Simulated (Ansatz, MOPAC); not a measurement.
Species: C$_{4}$H$_{8}$ (charge 0, singlet). SMILES: C/C=C/C

Atoms: C1, C2, C3, C4, H5, H6, H7, H8, H9, H10, H11, H12. Bonds: C1-C2, C1-H5, C1-H6, C1-H7, C2-C3, C2-H8, C3-C4, C3-H9, C4-H10, C4-H11, C4-H12.

Bond lengths (Å) and angles (degrees) optimised at PM7 with MOPAC; HF/3-21G with Ansatz (a quantum-chemistry and plane-wave program); MP2/6-31G* with Ansatz, each started from the B3LYP-D3(BJ)/def2-TZVP structure (Ansatz) of the last column. A row stands for all coordinates that are equal there; 10 of 12 kinds are shown. 6-31G* holds six Cartesian d functions. No wavenumbers were computed at MP2/6-31G*, so these may be saddle points.

```json
[
 {"coordinate": "C1-C2", "PM7": "1.490", "HF/3-21G": "1.510", "MP2/6-31G*": "1.499", "B3LYP-D3(BJ)/def2-TZVP": "1.496"},
 {"coordinate": "C1-H5", "PM7": "1.098", "HF/3-21G": "1.084", "MP2/6-31G*": "1.094", "B3LYP-D3(BJ)/def2-TZVP": "1.091"},
 {"coordinate": "C1-H6", "PM7": "1.100", "HF/3-21G": "1.086", "MP2/6-31G*": "1.096", "B3LYP-D3(BJ)/def2-TZVP": "1.094"},
 {"coordinate": "C2-C3", "PM7": "1.336", "HF/3-21G": "1.316", "MP2/6-31G*": "1.340", "B3LYP-D3(BJ)/def2-TZVP": "1.328"},
 {"coordinate": "C2-H8", "PM7": "1.088", "HF/3-21G": "1.077", "MP2/6-31G*": "1.091", "B3LYP-D3(BJ)/def2-TZVP": "1.088"},
 {"coordinate": "C1-C2-C3", "PM7": "123.1", "HF/3-21G": "124.7", "MP2/6-31G*": "124.7", "B3LYP-D3(BJ)/def2-TZVP": "125.2"},
 {"coordinate": "C2-C1-H5", "PM7": "112.9", "HF/3-21G": "111.2", "MP2/6-31G*": "110.9", "B3LYP-D3(BJ)/def2-TZVP": "111.4"},
 {"coordinate": "C2-C1-H6", "PM7": "111.1", "HF/3-21G": "110.8", "MP2/6-31G*": "111.2", "B3LYP-D3(BJ)/def2-TZVP": "111.2"},
 {"coordinate": "C1-C2-H8", "PM7": "114.8", "HF/3-21G": "115.8", "MP2/6-31G*": "116.6", "B3LYP-D3(BJ)/def2-TZVP": "116.2"},
 {"coordinate": "C3-C2-H8", "PM7": "122.1", "HF/3-21G": "119.5", "MP2/6-31G*": "118.7", "B3LYP-D3(BJ)/def2-TZVP": "118.6"}
]
```

Mean signed difference of all 11 bond lengths from B3LYP-D3(BJ)/def2-TZVP: PM7 0.003 Å, HF/3-21G -0.005 Å, MP2/6-31G* 0.003 Å.
